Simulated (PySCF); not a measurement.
Al(I)(Me)(OH) (CH₄AlIO), SMILES [CH3][Al]([OH])[I]. Geometry: PBE-D3(BJ)/def2-SVP. The structure was generated by enumeration; whether it is a known compound was not checked. The def2 effective core potentials stand for the cores of I; spin–orbit coupling is left out. One conformer was computed; it need not be the lowest.

Task: Give the equilibrium geometry at PBE-D3(BJ)/def2-SVP (PySCF confirms it by a frequency run) as bond lengths and angles, and its point group. (Estimate from the structure and the level; the computed values follow.)

Result: One answer among several that fit: point group Cs.
Atoms: Al1 I2 C3 H4 H5 H6 O7 H8. Bonded distances (Å): Al1–I2 2.504, Al1–C3 1.945, Al1–O7 1.717, C3–H4 1.110, C3–H5 1.108, C3–H6 1.110, O7–H8 0.971. Bond angles (°): I2–Al1–C3 121.8, I2–Al1–O7 118.9, C3–Al1–O7 119.3, Al1–C3–H4 110.8, Al1–C3–H5 110.8, Al1–C3–H6 110.8, H4–C3–H5 108.6, H4–C3–H6 107.0, H5–C3–H6 108.6, Al1–O7–H8 123.3.
